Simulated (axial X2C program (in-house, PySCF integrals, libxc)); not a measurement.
# Bond lengths and stretching modes, held linear, of CuCO

Computed with an in-house all-electron X2C program for linear molecules (integrals from PySCF): two-component X2C with atomic mean-field Coulomb and Gaunt terms, Gaussian nuclei, basis Cu dyall-v3z, C dyall-v3z, O dyall-av3z with contracted cores. Spin-free rows use the one-electron spin-free X2C Hamiltonian.

Masses Cu 62.930, C 12.000, O 15.995 u. States: 2c Ω = 1/2 (beyond evenly filled blocks: ω = 1/2); spin-free M_S = 1/2, Λ = 0 (beyond evenly filled blocks: σα).

PBE0, spin-free: energies above the lowest point

| r(Cu–C) (Å) | r(C–O) (Å) | E (meV) |
| --- | --- | --- |
| 1.8203 | 1.0978 | 69.72 |
| 1.8203 | 1.1260 | 12.21 |
| 1.8203 | 1.1541 | 52.85 |
| 1.8670 | 1.0978 | 54.65 |
| 1.8670 | 1.1260 | 0.00 |
| 1.8670 | 1.1541 | 43.37 |
| 1.8670 | 1.1823 | 167.24 |
| 1.9137 | 1.0978 | 59.15 |
| 1.9137 | 1.1260 | 7.06 |
| 1.9137 | 1.1541 | 52.86 |
| 1.9604 | 1.1260 | 27.53 |
| 1.9604 | 1.1823 | 203.76 |

Task: Fit a quadratic surface with cubic terms in each bond: where is the minimum, and what are the two stretching wavenumbers?

Result: At PBE0, spin-free: bonds 1.871 and 1.127 Å; harmonic stretches 344.8 and 2214.2 cm⁻¹; force constants 1.37, 19.7 and coupling 0.30 mdyn/Å.

The other levels and Hamiltonians give:

```csv
Hamiltonian,level,r(Cu–C) (Å),r(C–O) (Å),lower stretch (cm⁻¹),upper stretch (cm⁻¹)
2c,PBE0,1.871,1.127,344.2,2213.9
2c,HF,1.530,1.101,615.8,2484.0
2c,TPSSh,1.853,1.136,370.2,2144.0
2c,MP2,1.768,1.144,398.6,2070.0
spin-free,HF,1.949,1.098,292.3,2436.3
spin-free,TPSSh,1.852,1.136,370.8,2144.3
spin-free,MP2,1.767,1.144,399.2,2069.6
```

Each state is one determinant, the lowest of a limited PBE0 search; the stretches come from a fit to these few points and carry an uncertainty of a few per cent. Other orders of the atoms were not compared. The levels spread by more than a fifth, so the stretches depend strongly on the method. MP2 freezes inner shells (threshold -2 hartree). The molecule was held linear; bending was not examined, so a bent shape may lie lower.
